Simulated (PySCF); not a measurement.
**Computed structure and properties of [DyI2]+**

System: [DyI2]+ (singlet in the valence; each metal's 4f electrons, 9 of them, lie in its core potential, out of spins and levels); start: template (C2v). Method: PySCF 2.14.0, RKS PBE0, Dy lcecp-1-SVP with ECP55, I def2-SVP with ECP28; non-relativistic Hamiltonian with scalar-relativistic core potentials where named; density fitting; no spin-orbit coupling.

Input of the relaxation:

```python
mol = gto.M(atom='''
Dy     0.00000     0.00000    -0.73110
I      2.68880    -0.00000     0.47220
I     -2.68880     0.00000     0.47220''',
    basis={'Dy': 'lcecp-1-SVP', 'I': 'def2-SVP'},
    ecp={'Dy': 'lcecp-1-SVP', 'I': 'def2-SVP'},
    charge=1, spin=0)
mf = dft.RKS(mol, xc='PBE0')
mf.grids.atom_grid = (50, 194)  # f atoms: unpruned, at least (60, 302)
mf = mf.density_fit()  # fitting sets: Dy AutoAux, I def2-universal-JKFIT
mf.conv_tol = 1e-08; mf.max_cycle = 55
mf.kernel(dm0)  # dm0: converged density of the start geometry
# quasi-Newton relaxation in Cartesian coordinates to a largest gradient under 0.00045 Eh/bohr, steps kept in the point group
```

Run from Python with OMP_NUM_THREADS=2; the lines above give its settings. Where DIIS fails, smearing, a level shift and second-order steps follow.
It took 34 s on 2 threads of Arm Neoverse V2, on a shared host, from the converged density of the start.

Course of the relaxation:

| step | energy above end (eV) | largest force component within the symmetry (eV/Å) |
| --- | --- | --- |
| 0 | 0.4793 | 1.618 |
| 1 | 0.1948 | 0.965 |
| 2 | 0.0802 | 0.581 |
| 3 | 0.0477 | 0.231 |
| 4 | 0.0169 | 0.290 |
| 5 | 0.0076 | 0.169 |
| 6 | 0.0004 | 0.022 |
| 7 | 0.0000 | 0.012 |
| 8 | 0.0000 | 0.003 |

Relaxed geometry (C2v):

```xyz
3

Dy    0.0000    0.0000   -0.9717
I     2.2341    0.0000    0.5925
I    -2.2341    0.0000    0.5925
```

```
   contact      Å
Dy1–I2 (I)  2.727
Dy1–I3 (I)  2.727
```

On the finer grid (75, 302):

```json
{
  "HOMO": "-11.92 eV",
  "LUMO": "-7.71 eV",
  "Dipole about the centre of mass": "7.30 D",
  "Set of Mulliken populations of Dy1 outside the core potential": "s 2.35, p 6.25, d 1.29, f 0.02",
  "D3(BJ) dispersion energy (not in the energies)": "-0.105 eV"
}
```

```csv
atom,Mulliken (e),Löwdin (e),spin (e)
Dy1,1.09,0.35,0.00
I2,-0.04,0.33,0.00
I3,-0.04,0.33,0.00
```

The 4f levels lie in the core potential and are missing. Their spin isn't counted.

On the grid (50, 194), as all that follows. Harmonic modes: a minimum within the noise of the softest modes; lowest 35 cm⁻¹ (negative: unstable), highest 218 cm⁻¹, zero-point energy 0.028 eV.

Taking off one I (charge -1, singlet; the rest: singlet) in vacuum, both parts rigid, costs 12.72 eV; the small basis without counterpoise inflates it. Most of it is the attraction of opposite charges; other ways to part are cheaper, and one spin state was tried for the rest.

Rigid scan of I along the line from its metal:

| distance to I2 (Å) | energy (eV) |
| --- | --- |
| 2.43 | 0.773 |
| 2.53 | 0.303 |
| 2.63 | 0.067 |
| 2.73 | 0.000 |
| 2.83 | 0.051 |
| 2.93 | 0.185 |
| 3.13 | 0.601 |
| 3.43 | 1.369 |
| 3.83 | 2.360 |
| 4.33 | 3.338 |

One start shape was tried, so this needn't be the lowest isomer.

An lcecp potential fixes the number of 4f electrons, so in runs with it no electron can move into or out of that shell.
